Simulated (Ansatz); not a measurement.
Cu3F4⁻, relaxed as a singlet with RKS r2SCAN-D4/def2-SVPD in Ansatz, starting from the GFN2-xTB geometry. Force threshold 0.02 eV/Å.

The relaxation made no stability test and no search for a lower SCF solution. No other spin state of charge -1 was run. Another isomer (singlet) lies 0.36 eV lower at r2SCAN-D4/def2-TZVPD; other spin states weren't run for this one.

Start:

Cartesian coordinates in Å:
```
Cu 0.043 0.017 -0.011
Cu -0.780 -0.133 -3.560
Cu 0.759 0.123 3.566
F 1.081 0.257 5.270
F 0.432 -0.001 1.748
F -0.341 0.032 -1.773
F -1.193 -0.294 -5.240
```

```tsv
step	energy (eV)	largest force component (eV/Å)	SCF passes
1	-144766.0104	0.730	22
2	-144766.0349	0.435	23
3	-144766.0512	0.008	22
```

Force components are those of the run's own axes.

End:

```csv
atom,x (Å),y (Å),z (Å)
Cu1,0.036,0.013,-0.009
Cu2,-0.785,-0.148,-3.592
Cu3,0.771,0.143,3.595
F4,1.106,0.232,5.338
F5,0.423,0.054,1.775
F6,-0.351,-0.029,-1.792
F7,-1.200,-0.265,-5.316
```

By distances, no bond broke or formed. The bond that changes most is Cu2–F7, from 1.74 to 1.78 Å (atoms count from 1).

No frequencies were taken in this run, so the end may be a saddle point.

Hardware: 4 threads of Arm Neoverse V2 on a shared host. Wall time 12 s.
